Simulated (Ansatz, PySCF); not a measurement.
W(S)(F)2(OH)2 (F2H2O2SW), SMILES [OH][W]([OH])([F])([F])=[S], multiplicity 1. Atoms are numbered in the order given.

```xyz
8

W      0.2310     0.0000    -0.0286
S     -0.0651    -0.0001     2.0787
F      2.0873     0.0000    -0.2350
F     -1.5455    -0.0001    -0.7314
O      0.1802     1.8035    -0.5827
H     -0.5341     2.2427    -1.0643
O      0.1804    -1.8035    -0.5829
H     -0.5342    -2.2426    -1.0640
```

Coordinates come from a B3LYP-D3(BJ)/def2-SVP optimisation. The multiplicity is an assumed one; no other spin state was optimised. The structure was generated by enumeration; whether it is a known compound was not checked. The def2 effective core potentials stand for the cores of W; spin–orbit coupling is left out. Other conformers were not sampled.

Two levels are set side by side: PBE-D3(BJ)/def2-SVP (Ansatz, a program for electronic structure) and B3LYP-D3(BJ)/def2-SVP (Ansatz). Each level has its own optimised geometry; the coordinates shown are those of the second. Frequencies come from the Hessian of PySCF at each geometry. Differences are taken from unrounded values.

```csv
quantity,B3LYP-D3(BJ),PBE-D3(BJ),PBE-D3(BJ) minus B3LYP-D3(BJ)
mean bond length (Å),1.659,1.668,0.008
bond W1–S2 (Å),2.128,2.138,0.010
bond W1–F3 (Å),1.868,1.875,0.007
bond W1–F4 (Å),1.911,1.917,0.007
bond W1–O5 (Å),1.887,1.897,0.009
bond W1–O7 (Å),1.887,1.897,0.009
bond O5–H6 (Å),0.967,0.975,0.008
bond O7–H8 (Å),0.967,0.975,0.008
highest harmonic wavenumber (cm⁻¹),3856,3751,-105
mean harmonic wavenumber (cm⁻¹),792,772,-20
zero-point energy (kcal/mol),20.38,19.86,-0.52
```

Exact exchange shortens and stiffens bonds; PBE has none. Differences between two approximate levels are no errors against the true value.
